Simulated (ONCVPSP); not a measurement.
# P (Z = 15), ONCV: configuration errors across variants

P, optimised norm-conserving Vanderbilt (ONCV), made with ONCVPSP 4.0.1 (LDA (Perdew-Wang 92), fully relativistic). Core [He], reference 2s2 2p6 3s2 3p2.75 (charge +0.25). Waves: 2s+3s: rc 0.95 bohr, ncon 3, nbas 6, qcut 14.7 1/bohr, 2 projectors; 2p+3p: rc 0.90 bohr, ncon 4, nbas 8, qcut 16.4 1/bohr, 2 projectors; d scattering state at 0.14 Ha: rc 0.95 bohr, ncon 3, nbas 7, qcut 9.2 1/bohr, 2 projectors, debl 3.4 Ha. Local part: polynomial inside 0.75 bohr (lpopt 5, dvloc0 0 Ha). Core correction: none.

Open shells are filled in proportion to 2j + 1.

All-electron excitation energies from the reference (eV): (1) 2s2 2p6 3s2 3p3 -1.649; (2) 2s2 2p6 3s2 3p2 8.166; (3) 2s2 2p6 3s2 3p1 27.410; (4) 2s2 2p6 3s0 3p5 15.489.

3 further variants failed, have other tests or another functional or relativity, and are left out.

Errors AE − PS in meV (a dash: test not solved or not reliable):

| change | (1) | (2) | (3) | (4) | bound ghosts | GHOST(+) flags above zero |
| --- | --- | --- | --- | --- | --- | --- |
| base | -0.1 | +0.8 | +4.1 | +0.9 | none | none |
| all radii scaled by about 1.24 (s 1.18, p 1.12, d 1.18 bohr); local potential polynomial inside 0.92 bohr (lpopt 5, dvloc0 0 Ha) | -0.1 | +0.6 | +3.8 | -1.1 | none | none |
| s: rc 1 | -0.1 | +0.8 | +4.1 | +0.4 | none | none |
| p: ncon 5, nbas 9 | -0.1 | +0.8 | +3.9 | +1.2 | none | none |
| s: rc 0.9 | -0.1 | +0.8 | +4.0 | +1.2 | none | none |
| p: qcut 17 | -0.1 | +0.8 | +4.0 | +1.0 | none | none |
| s: qcut 13; p: qcut 14.5; d: qcut 8.1 | -0.1 | +0.8 | +4.3 | +0.1 | none | none |

**Question.** Give the same row for: core correction Teter function, fcfact 5, rcfact 1.5.

**Answer.** -0.1, +0.8, +4.0, -0.3; bound ghosts: none; GHOST(+) flags above zero: none.
